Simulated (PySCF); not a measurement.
CH3BrSe, SMILES C[Se]Br.

The structure is a stationary point at B3LYP-D3(BJ)/def2-SVP.

Computed with TDA-B3LYP/def2-SVPD (PySCF).

Vertical excitations.  State labels are in the subgroup Cs.

```
state  symmetry  energy (eV)  λ (nm)      f                          main pairs
-----  --------  -----------  ------  -----  ----------------------------------
S1           A"         2.45     507  0.001                     HOMO→LUMO 100 %
S2           A'         4.18     297  0.005                    HOMO−1→LUMO 99 %
S3           A"         4.75     261  0.001                    HOMO−2→LUMO 94 %
S4           A"         5.03     246  0.000                    HOMO→LUMO+1 92 %
S5           A"         5.74     216  0.011                    HOMO→LUMO+2 98 %
S6           A'         6.18     201  0.067  HOMO−3→LUMO 72 %, HOMO−4→LUMO 24 %
S7           A"         6.32     196  0.023                    HOMO→LUMO+3 98 %
S8           A'         6.77     183  0.082                    HOMO→LUMO+4 90 %
S9           A"         6.89     180  0.000                    HOMO→LUMO+5 97 %
S10          A'         6.92     179  0.006                  HOMO−1→LUMO+1 80 %
T1           A"         1.74     713      0                      HOMO→LUMO 99 %
T2           A'         3.55     349      0                    HOMO−1→LUMO 99 %
T3           A"         4.17     297      0                    HOMO−2→LUMO 98 %
T4           A"         4.50     275      0                    HOMO→LUMO+1 94 %
```
Triplets are in the Tamm–Dancoff approximation.
